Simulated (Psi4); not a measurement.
Complex: aminoborane (SMILES BN) (first 6 atoms) with H2O (SMILES O); geometry from B3LYP-D3(BJ)/def2-TZVP, rigid monomers moved along the line of their centres of mass till H5···O7 is 2.92 Å.
(charge 0, multiplicity 1):
```xyz
9

B      0.56177    -0.49260    -0.14923
N     -0.51178     0.25760     0.29739
H      0.74411    -0.63785    -1.31991
H      1.29521    -0.98582     0.65819
H     -0.69783     0.40530     1.28115
H     -1.16605     0.70458    -0.32372
O     -0.22335     0.20469     4.15636
H      0.72895     0.22486     4.00661
H     -0.42065    -0.70885     4.39080
```

The numbers are results of SAPT0/jun-cc-pV(D+d)Z (Psi4), not measurements.

Task: Give the four SAPT terms and the total, and say what mostly holds the pair together.

Result: electrostatics -7.9, exchange 1.3, induction -0.6, dispersion -1.2, total -8.5 kJ/mol; the largest attraction is electrostatics.
